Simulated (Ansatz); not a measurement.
Species: C2H2OSi, SMILES `O=C=C=[SiH2]` (charge 0, multiplicity 1).

Q: Give a relaxed geometry from PBE0-D3(BJ)/def2-TZVP (Ansatz, a first-principles code).

A: the end point of this relaxation (outside a Z-matrix the atoms follow the SMILES, hydrogens last).
Bonds (Å): O1–C2 1.164, C2–C3 1.278, C3–Si4 1.659, Si4–H5 1.481, Si4–H6 1.479. Angles (°): O1–C2–C3 178.8, C2–C3–Si4 171.1, C3–Si4–H5 124.4, C3–Si4–H6 123.4, H5–Si4–H6 112.2.
